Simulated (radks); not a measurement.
Results of a calculation; reference values are marked as such.
Nb+, 40 electrons, occupied as [Kr] 4d4 (the NIST ground configuration).

Level of theory: Dirac Kohn-Sham, PBEsol, spin-unpolarised, spherical densities, finite nucleus; open shells fill j = l - 1/2 first; Fermi nuclear charge, rms radius 4.324 fm (a radial shooting solver on a logarithmic mesh with Libxc functionals).

Energy parts (hartree):
total: -3817.71707
kinetic: 3951.47452
electron-nucleus: -9212.98669
Hartree: 1560.40521
exchange-correlation: -116.61011

Orbitals (lengths in bohr, moments of r in powers of bohr; <r^-3> diverges for s and p1/2):
orbital  occ.  eigenvalue (hartree)  <r^-3>
1s1/2       2             -690.6485       -
2s1/2       2             -96.78548       -
2p1/2       2             -88.85832       -
2p3/2       4             -85.34194    2209
3s1/2       2             -16.32831       -
3p1/2       2             -13.34379       -
3p3/2       4             -12.77400   362.4
3d3/2       4              -7.49833   52.16
3d5/2       6              -7.39223   49.84
4s1/2       2              -2.37361       -
4p1/2       2              -1.55184       -
4p3/2       4              -1.47475   49.08
4d3/2       4              -0.34279   3.124
4d5/2       0              -0.33667   2.953

The highest occupied level is 4d3/2 at -9.328 eV. Summed over all electrons, <r^2> = 39.72 bohr^2, which gives a Langevin (diamagnetic) susceptibility term of -31.5 x 10^-6 cm^3/mol. For comparison, the ionisation energy in NIST's Atomic Spectra Database is 14.320 eV (semi-empirical). In exact Kohn-Sham theory the highest level is minus the ionisation energy, but local and semilocal functionals leave it too shallow, through self-interaction and a potential that decays too fast; potentials with the right tail come closer. The electron density at the nucleus is 8.235e+04 e/bohr^3.

Beside tabulated values, note that spin-unpolarised runs miss the spin-polarisation part of the exchange energy of open shells.
